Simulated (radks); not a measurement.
Xe+, 53 electrons, occupied as [Kr] 4d10 5s2 5p5. Method: Dirac Kohn-Sham, PBEsol, spin-unpolarised, spherical densities, finite nucleus; open shells fill j = l - 1/2 first; Fermi nuclear charge, rms radius 4.7859 fm; computed with a radial shooting solver on a logarithmic mesh with Libxc functionals.

Normalised radial functions P(r) = r R(r) (large component), r in bohr:

r	4p1/2	5p3/2
0.001244	0.0047	0.0005
0.001646	0.0067	0.0008
0.002196	0.0098	0.0014
0.002905	0.0145	0.0024
0.003875	0.0219	0.0040
0.005127	0.0330	0.0068
0.006838	0.0506	0.0114
0.009048	0.0766	0.0185
0.01207	0.1162	0.0300
0.01597	0.1714	0.0466
0.0213	0.2478	0.0706
0.02818	0.3388	0.1006
0.03758	0.4352	0.1343
0.04973	0.4990	0.1601
0.06632	0.4770	0.1610
0.08775	0.3080	0.1147
0.117	-0.0420	0.0062
0.1549	-0.4661	-0.1347
0.2065	-0.7470	-0.2372
0.2733	-0.5923	-0.1966
0.3645	0.0742	0.0221
0.4862	0.9036	0.2901
0.6433	1.3301	0.3666
0.8579	1.1451	0.1218
1.135	0.6482	-0.3082
1.514	0.2327	-0.6716
2.003	0.0530	-0.7622
2.672	0.0063	-0.5922
3.535	0.0004	-0.3286
4.715	0.0000	-0.1229
6.239	0.0000	-0.0302

4p1/2: eigenvalue -159.46 eV, 2 radial nodes at r = 0.114, 0.355 bohr, <r> = 0.746 bohr, 90 % of the charge inside 1.09 bohr. 5p3/2: eigenvalue -16.542 eV, 3 radial nodes at r = 0.119, 0.356, 0.934 bohr, <r> = 2.22 bohr, 90 % of the charge inside 3.27 bohr.
